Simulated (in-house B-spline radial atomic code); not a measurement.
Response and correlation of the osmium ion Os⁴⁰⁺

Closed shell [Ar] 3d10 4s2 4p6. Computed with a B-spline radial code for spherical atoms: Dirac-Hartree-Fock, relativistic RPA (time-dependent Dirac-Hartree-Fock) for the response and second-order many-body perturbation theory for correlation, no-pair Dirac-Coulomb Hamiltonian, finite nucleus.

```
multipole (bohr³, bohr⁵, bohr⁷)  uncoupled  coupled RPA
                         dipole   0.047115            ?
                     quadrupole   0.004796     0.005002
                       octupole  0.0013081    0.0015194
```

Problem. What is the coupled dipole polarisability?

Solution. 0.042144 atomic units, -11 % against the uncoupled value.

Problem. Which subshells carry the dipole polarisability?

Solution. 4p3/2 74.2 %, 4p1/2 23.0 %, 3d5/2 1.0 %.

Problem. What does the dipole shielding factor come to?

Solution. The dipole shielding factor is 0.474, against the exact N/Z = 36/76 = 0.474 of the non-relativistic theorem.

Dipole polarisability at imaginary frequency:

```csv
u (Eh),α(iu) (bohr³)
0,0.04214
13.1,0.01608
39.4,0.004674
78.8,0.002082
131,0.001056
263,0.0003531
525,0.0001044
1310,1.877e-05
```

Problem. What dispersion coefficients follow for two such ions (the dispersion part alone)?

Solution. C6 = (3/π)∫α(iu)²du = 0.01406 hartree·bohr⁶ and C8 = 0.01111 hartree·bohr⁸.

Lowest J = 1 odd-parity excitations:

```json
{"energy (eV)": "161.08", "oscillator strength": "0.00919", "leading channel": "4p3/2 → d3/2", "weight": "0.939"}
{"energy (eV)": "206.27", "oscillator strength": "1.17", "leading channel": "4p3/2 → d5/2", "weight": "0.866"}
{"energy (eV)": "289.66", "oscillator strength": "1.92", "leading channel": "4p1/2 → d3/2", "weight": "0.966"}
{"energy (eV)": "730.91", "oscillator strength": "0.565", "leading channel": "4p3/2 → s1/2", "weight": "0.999"}
{"energy (eV)": "838.07", "oscillator strength": "0.178", "leading channel": "4p1/2 → s1/2", "weight": "0.996"}
{"energy (eV)": "905.73", "oscillator strength": "0.0324", "leading channel": "4p3/2 → d3/2", "weight": "0.953"}
{"energy (eV)": "917.42", "oscillator strength": "0.857", "leading channel": "4p3/2 → d5/2", "weight": "0.958"}
{"energy (eV)": "1006.3", "oscillator strength": "0.358", "leading channel": "4s1/2 → p1/2", "weight": "0.765"}
```

Second-order correlation energy by the highest angular momentum of the excited pair (hartree): s -0.0286, p -0.223, d -0.7648, f -0.797, g -0.2548, h -0.1064, i -0.04781, k -0.02404.

Problem. What is the second-order correlation energy at the partial-wave limit?

Solution. The listed waves sum to -2.2464 hartree; extrapolating the increments as (l + 1/2)⁻⁴ gives -2.2955 hartree, -1.74 eV per electron.
